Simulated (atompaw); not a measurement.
## An all-electron radial function and its pseudo partner (magnesium (Mg))

Columns: radius, all-electron u(r) and pseudo u(r) of the 3p shell (level -10.23 eV) of magnesium in the configuration [He] 2s2 2p6 3s0.5 3p0; PBE, scalar-relativistic, PAW (atompaw) scheme, atompaw 4.2.0.5.

```csv
r (bohr),all-electron,pseudo
0.050,-0.0247,-0.0112
0.100,-0.0743,-0.0439
0.150,-0.1272,-0.0949
0.200,-0.1736,-0.1595
0.250,-0.2095,-0.2320
0.300,-0.2340,-0.3057
0.350,-0.2477,-0.3740
0.400,-0.2516,-0.4312
0.450,-0.2470,-0.4723
0.500,-0.2355,-0.4942
0.550,-0.2183,-0.4953
0.600,-0.1967,-0.4762
0.650,-0.1715,-0.4387
0.700,-0.1438,-0.3862
0.750,-0.1141,-0.3230
0.800,-0.0830,-0.2535
0.850,-0.0510,-0.1822
0.900,-0.0186,-0.1130
0.950,0.0140,-0.0489
1.000,0.0465,0.0084
1.050,0.0786,0.0583
1.100,0.1103,0.1012
1.150,0.1413,0.1382
1.200,0.1716,0.1709
1.250,0.2010,0.2009
1.300,0.2294,0.2294
```

(1) How many radial nodes do the two functions have?

(2) Is the pseudo-wave norm-conserving?

## Answers

(1) The all-electron 3p function has n − l − 1 = 1; the pseudo-wave has 1, since 1 lower shell of the same l stays in the valence.

(2) No, it belongs to a PAW set: the norm inside the radius is not constrained, and the difference is carried by the augmentation charge.
